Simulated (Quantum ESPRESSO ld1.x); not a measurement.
Results of a calculation; reference values are marked as such.
Re+, configuration [Xe] 4f14 5d4 6s1 6p1 (not the ground configuration).

Code: ld1.x of Quantum ESPRESSO 7.5. Model: scalar-relativistic Kohn-Sham, LDA (Slater exchange, VWN5 correlation), spin-polarised, spherical densities, point nucleus; open shells are filled with parallel spins first.

Energy parts (eV):
| part | energy |
|---|---|
| total | -453945.3 |
| kinetic | 501625.2 |
| electron-nucleus | -1123164.4 |
| Hartree | 176316.6 |
| exchange-correlation | -8722.6 |

Orbitals (lengths in bohr, moments of r in powers of bohr; r(max) is where P^2 peaks):
1s up: occ. 1; eigenvalue (eV) -71619.728; r(max) 0.011
1s down: occ. 1; eigenvalue (eV) -71619.695; r(max) 0.011
2s up: occ. 1; eigenvalue (eV) -12428.678; r(max) 0.065
2s down: occ. 1; eigenvalue (eV) -12428.456; r(max) 0.065
2p up: occ. 3; eigenvalue (eV) -10851.430; r(max) 0.053
2p down: occ. 3; eigenvalue (eV) -10851.240; r(max) 0.053
3s up: occ. 1; eigenvalue (eV) -2886.161; r(max) 0.182
3s down: occ. 1; eigenvalue (eV) -2886.050; r(max) 0.182
3p up: occ. 3; eigenvalue (eV) -2421.193; r(max) 0.181
3p down: occ. 3; eigenvalue (eV) -2421.075; r(max) 0.181
3d up: occ. 5; eigenvalue (eV) -1893.373; r(max) 0.147
3d down: occ. 5; eigenvalue (eV) -1893.206; r(max) 0.147
4s up: occ. 1; eigenvalue (eV) -611.156; r(max) 0.412
4s down: occ. 1; eigenvalue (eV) -610.920; r(max) 0.412
4p up: occ. 3; eigenvalue (eV) -458.594; r(max) 0.433
4p down: occ. 3; eigenvalue (eV) -458.353; r(max) 0.433
4d up: occ. 5; eigenvalue (eV) -267.237; r(max) 0.443
4d down: occ. 5; eigenvalue (eV) -266.945; r(max) 0.443
4f up: occ. 7; eigenvalue (eV) -54.746; r(max) 0.416
4f down: occ. 7; eigenvalue (eV) -54.240; r(max) 0.416
5s up: occ. 1; eigenvalue (eV) -98.203; r(max) 0.940
5s down: occ. 1; eigenvalue (eV) -96.346; r(max) 0.933
5p up: occ. 3; eigenvalue (eV) -59.935; r(max) 1.06
5p down: occ. 3; eigenvalue (eV) -57.575; r(max) 1.05
5d up: occ. 4; eigenvalue (eV) -17.427; r(max) 1.40
5d down: occ. 0; eigenvalue (eV) -14.328; r(max) 1.38
5f up: occ. 0; eigenvalue (eV) -1.135; r(max) 8.09
5f down: occ. 0; eigenvalue (eV) -1.005; r(max) 10.7
6s up: occ. 1; eigenvalue (eV) -15.754; r(max) 2.38
6s down: occ. 0; eigenvalue (eV) -12.843; r(max) 2.42
6p up: occ. 1; eigenvalue (eV) -9.107; r(max) 3.02
6p down: occ. 0; eigenvalue (eV) -6.984; r(max) 3.22
6d up: occ. 0; eigenvalue (eV) -2.984; r(max) 5.21
6d down: occ. 0; eigenvalue (eV) -2.406; r(max) 6.06
7s up: occ. 0; eigenvalue (eV) -4.042; r(max) 5.87
7s down: occ. 0; eigenvalue (eV) -3.492; r(max) 6.41
7p up: occ. 0; eigenvalue (eV) -2.480; r(max) 7.65
7p down: occ. 0; eigenvalue (eV) -2.162; r(max) 8.55

The highest occupied level is 6p up at -9.107 eV. The configuration is held as typed, so some empty levels lie below it. Spin moment in Bohr magnetons: 6. The density falls to 0.001 e/bohr^3 at r = 4.56 bohr. Summed over all electrons, <r^2> = 60.03 bohr^2, which gives a Langevin (diamagnetic) susceptibility term of -47.5 x 10^-6 cm^3/mol.
